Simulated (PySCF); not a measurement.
## Steps of a relaxation of Er(BH4)3

Er(BH4)3 (singlet in the valence; each metal's 4f electrons, 11 of them, lie in its core potential, out of spins and levels). PySCF 2.14.0, RKS PBE0, Er lcecp-1-SVP with ECP57, B def2-SVP, H def2-SVP; non-relativistic Hamiltonian with scalar-relativistic core potentials where named; density fitting; no spin-orbit coupling. Origin of the start: template. Columns: position (Å) and force (eV/Å). Energies are counted from the last step; some of the 8 steps are shown. Forces carry noise of the integration grid, about 0.01 to 0.03 eV/Å.

Run from Python with OMP_NUM_THREADS=4. Where DIIS fails, smearing, a level shift and second-order steps follow.
It took 33 s on 4 threads of Arm Neoverse V2 (shared host), from the converged density of the start.

```xyz
16
step 0  E = 0.198 eV
Er    0.0000    0.0000    0.0000     0.00    0.00    0.00
B     2.4390    0.0000    0.0000     0.34    0.21    0.00
H     3.6389    0.0000    0.0000     0.16   -0.02    0.00
H     2.0230   -0.5894    1.0208    -0.45    0.01   -0.06
H     2.0230   -0.5894   -1.0208    -0.45    0.01    0.06
H     2.0230    1.1788    0.0000    -0.32   -0.16    0.00
B    -1.2195    2.1122    0.0000    -0.35    0.19    0.00
H    -1.8195    3.1514    0.0000    -0.06    0.15    0.00
H    -0.5011    2.0467    1.0208     0.22   -0.39   -0.06
H    -0.5011    2.0467   -1.0208     0.22   -0.39    0.06
H    -2.0324    1.1626    0.0000     0.30   -0.20    0.00
B    -1.2195   -2.1122    0.0000     0.01   -0.40    0.00
H    -1.8195   -3.1514    0.0000    -0.10   -0.13    0.00
H    -1.5219   -1.4573    1.0208     0.23    0.39   -0.06
H    -1.5219   -1.4573   -1.0208     0.23    0.39    0.06
H     0.0093   -2.3414    0.0000     0.02    0.36    0.00
```

```xyz
16
step 2  E = 0.014 eV
Er    0.0000    0.0000    0.0000     0.00    0.00    0.00
B     2.4348    0.0122    0.0000    -0.15   -0.08    0.00
H     3.6435   -0.0048    0.0000    -0.13   -0.01    0.00
H     1.9297   -0.5791    1.0015     0.00    0.07   -0.09
H     1.9297   -0.5791   -1.0015     0.00    0.07    0.09
H     1.9503    1.1643    0.0000    -0.01   -0.01    0.00
B    -1.2279    2.1025    0.0000     0.14   -0.08    0.00
H    -1.8176    3.1578    0.0000     0.08   -0.11    0.00
H    -0.4634    1.9607    1.0015    -0.06   -0.04   -0.09
H    -0.4634    1.9607   -1.0015    -0.06   -0.04    0.09
H    -1.9835    1.1068    0.0000     0.01    0.00    0.00
B    -1.2069   -2.1147    0.0000     0.00    0.17    0.00
H    -1.8259   -3.1530    0.0000     0.05    0.12    0.00
H    -1.4664   -1.3817    1.0015     0.06   -0.03   -0.09
H    -1.4664   -1.3817   -1.0015     0.06   -0.03    0.09
H     0.0332   -2.2712    0.0000    -0.01    0.01    0.00
```

```xyz
16
step 5  E = 0.000 eV
Er    0.0000    0.0000    0.0000     0.00    0.00    0.00
B     2.4133    0.0132    0.0000    -0.01    0.01    0.00
H     3.6160   -0.0147    0.0000     0.01    0.00    0.00
H     1.9086   -0.5694    0.9970     0.00    0.00    0.01
H     1.9086   -0.5694   -0.9970     0.00    0.00   -0.01
H     1.9367    1.1667    0.0000     0.01    0.01    0.00
B    -1.2181    2.0834    0.0000     0.00   -0.02    0.00
H    -1.7953    3.1389    0.0000     0.00    0.01    0.00
H    -0.4612    1.9376    0.9970     0.01    0.00    0.01
H    -0.4612    1.9376   -0.9970     0.01    0.00   -0.01
H    -1.9787    1.0939    0.0000    -0.02    0.01    0.00
B    -1.1952   -2.0966    0.0000     0.02    0.01    0.00
H    -1.8208   -3.1242    0.0000    -0.01   -0.01    0.00
H    -1.4474   -1.3682    0.9970     0.00    0.01    0.01
H    -1.4474   -1.3682   -0.9970     0.00    0.01   -0.01
H     0.0420   -2.2606    0.0000     0.00   -0.02    0.00
```

Task: Where does the relaxation end?

Result: It converges at step 7 in C3h:
```xyz
16
step 7  E = 0
Er    0.0000    0.0000    0.0000
B     2.4122    0.0144    0.0000
H     3.6156   -0.0169    0.0000
H     1.9074   -0.5683    0.9976
H     1.9074   -0.5683   -0.9976
H     1.9395    1.1695    0.0000
B    -1.2186    2.0818    0.0000
H    -1.7932    3.1397    0.0000
H    -0.4615    1.9360    0.9976
H    -0.4615    1.9360   -0.9976
H    -1.9826    1.0949    0.0000
B    -1.1936   -2.0962    0.0000
H    -1.8224   -3.1228    0.0000
H    -1.4459   -1.3677    0.9976
H    -1.4459   -1.3677   -0.9976
H     0.0431   -2.2644    0.0000
```

Task: How did the contacts change?

Result: 
```
      contact  start (Å)  end (Å)
 Er1–H4 (BH4)      2.341    2.226
 Er1–H9 (BH4)      2.341    2.226
Er1–H14 (BH4)      2.341    2.226
```


An lcecp potential fixes the number of 4f electrons, so in runs with it no electron can move into or out of that shell.
